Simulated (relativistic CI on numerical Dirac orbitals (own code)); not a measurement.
# Radial parameters of In²⁴⁺

These numbers are calculated, not measured: Dirac-Coulomb-Breit CI, separate exchange-only KLI orbitals for each configuration, model QED (radiative potential, 1s self-energy scaled to tabulated hydrogen-like ionisation energies), unscaled Slater integrals (own radial code, finite nucleus).

Slater integrals F^k, G^k are unscaled and averaged over j, outside the closed core [Ne]; ζ comes from projecting the Hamiltonian with its Breit term on Σ l·s of the shell.

- 3s2 3p6 3d7: F^2(3d,3d) = 335140, F^4(3d,3d) = 215280, ζ(3d) = 27483 cm⁻¹; <r>(3d) = 0.301, <r^2>(3d) = 0.1061 (bohr units).
- 3s2 3p5 3d8: ζ(3p) = 224190, F^2(3d,3d) = 334300, F^4(3d,3d) = 214720, F^2(3p,3d) = 300180, G^1(3p,3d) = 333960, G^3(3p,3d) = 218470, ζ(3d) = 27099 cm⁻¹; <r>(3p) = 0.3304, <r^2>(3p) = 0.1262, <r>(3d) = 0.3017, <r^2>(3d) = 0.1065 (bohr units).
- 3s2 3p4 3d9: F^2(3p,3p) = 300460, ζ(3p) = 224020, F^2(3p,3d) = 299750, G^1(3p,3d) = 333850, G^3(3p,3d) = 218290, ζ(3d) = 26719 cm⁻¹; <r>(3p) = 0.3309, <r^2>(3p) = 0.1265, <r>(3d) = 0.3023, <r^2>(3d) = 0.107 (bohr units).

(1) Give the Racah parameters of the d shell in 3s2 3p6 3d7.

Averages of the first 10 configurations, taken without configuration mixing, which lowers the lowest level and can move excited configurations by several eV; other configurations of the list can lie among them:

```csv
Configuration,Parity,States,Average energy above the lowest level (eV)
3s2 3p6 3d7,even,120,18.6
3s2 3p5 3d8,odd,270,236.8
3s2 3p4 3d9,even,150,459.6
3s 3p6 3d8,even,90,386.0
3p6 3d9,even,10,759.6
3s 3p5 3d9,odd,120,603.0
3s2 3p6 3d6 4s,even,420,521.7
3s2 3p6 3d6 4p,odd,1260,574.4
3s2 3p6 3d6 4d,even,2100,650.5
3s2 3p4 3d8 4s,even,1350,952.9
```

Answers

(1) B = F²/49 − 5F⁴/441 = 4399 cm⁻¹ and C = 35F⁴/441 = 17086 cm⁻¹.
